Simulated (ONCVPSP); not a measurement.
Which change was made? (Ti, ONCV)

titanium (Ti), optimised norm-conserving Vanderbilt (ONCV), made with ONCVPSP 4.0.1 (PBE, scalar-relativistic). Core [Ne], reference 3s2 3p6 3d2 4s2. Waves: 3s+4s: rc 2.00 bohr, ncon 3, nbas 8, qcut 5.6 1/bohr, 2 projectors; 3p: rc 1.10 bohr, ncon 4, nbas 8, qcut 7 1/bohr, 2 projectors, debl 1.1 Ha; 3d: rc 1.75 bohr, ncon 4, nbas 9, qcut 9.6 1/bohr, 2 projectors, debl 1.4 Ha. Local part: polynomial inside 0.90 bohr (lpopt 2, dvloc0 0 Ha). Core correction: none.

In the p channel the program set the typed energies aside and used -1.428, 0.250 Ha.

Cutoffs, loose and tight: the cutoffs (Ha) at which the residual kinetic energy of the hardest occupied pseudo-wave falls to 1 and 0.1 mHa per electron. They do not see the model core or the augmentation charge, which bear on the density cutoff. Test errors are all-electron minus pseudo excitation energies from the reference, over the configurations 3s2 3p6 3d2 4s1; 3s2 3p6 3d2 4s0; 3s2 3p6 3d1 4s0; 3s2 3p6 3d3 4s1; variants that change the core or the reference have their own tests. The largest error is taken over the tests solved by every variant that gives reliable tests at all, those not shown here included: 3s2 3p6 3d1 4s0; 3s2 3p6 3d2 4s0; 3s2 3p6 3d2 4s1.

The base gives: outcome: generated, projector energies reset by the program; cutoff, loose: 32 Ha; cutoff, tight: 128 Ha; bound ghosts: none; GHOST(+) flags above zero: none; largest test error (meV): +34.

Problem. After one change the result is: outcome: generated; cutoff, loose: 32 Ha; cutoff, tight: 128 Ha; bound ghosts: none; GHOST(+) flags above zero: none; largest test error (meV): +34. Which change was it?
A. p: debl 5.9
B. all radii scaled by about 0.89 (s 1.80, p 0.98, d 1.56 bohr); local potential polynomial inside 0.80 bohr (lpopt 2, dvloc0 0 Ha)
C. p: rc 0.92

Solution. A. The others give: all radii scaled by about 0.89 (s 1.80, p 0.98, d 1.56 bohr); local potential polynomial inside 0.80 bohr (lpopt 2, dvloc0 0 Ha) → outcome: generated, projector energies reset by the program; cutoff, loose: 47 Ha; cutoff, tight: 189 Ha; bound ghosts: none; GHOST(+) flags above zero: none; largest test error (meV): +22 | p: rc 0.92 → outcome: generated, projector energies reset by the program; cutoff, loose: 59 Ha; cutoff, tight: 210 Ha; bound ghosts: none; GHOST(+) flags above zero: none; largest test error (meV): +34.
